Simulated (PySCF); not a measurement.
SMILES Cc1c[c]ccc1, doublet (CAM-B3LYP/def2-SVP optimised geometry):

```
14

C      0.878     1.971    -0.029
C      0.116     0.673     0.000
C     -1.291     0.673     0.000
C     -1.927    -0.543     0.002
C     -1.318    -1.776     0.007
C      0.080    -1.766     0.010
C      0.779    -0.559     0.008
H      0.872     2.408    -1.041
H      0.432     2.714     0.648
H      1.927     1.828     0.264
H     -1.843     1.617     0.000
H     -1.879    -2.714     0.011
H      0.630    -2.711     0.018
H      1.871    -0.574     0.013
```

Level of theory: unrestricted CAM-B3LYP/def2-TZVP (PySCF).

**Question.** What are the frontier orbital energies (α orbitals alone; a β orbital can be the lowest empty one) and the dipole moment?

**Answer.** HOMO-2 -8.62 eV, HOMO-1 -8.35 eV, HOMO -8.31 eV, LUMO 0.70 eV, LUMO+1 0.95 eV; dipole moment 1.13 D.

On the same geometry PySCF 2.14.0 with unrestricted PBE/def2-TZVP gives HOMO-2 -6.39 eV, HOMO-1 -6.15 eV, HOMO -5.44 eV, LUMO -1.29 eV, LUMO+1 -1.07 eV; dipole moment 1.19 D.

Meta-Löwdin charges at CAM-B3LYP/def2-TZVP: C1 -0.33, C2 0.04, C3 -0.15, C4 -0.01, C5 -0.14, C6 -0.10, C7 -0.14, H8 0.12, H9 0.12, H10 0.12, H11 0.12, H12 0.13, H13 0.12, H14 0.11.
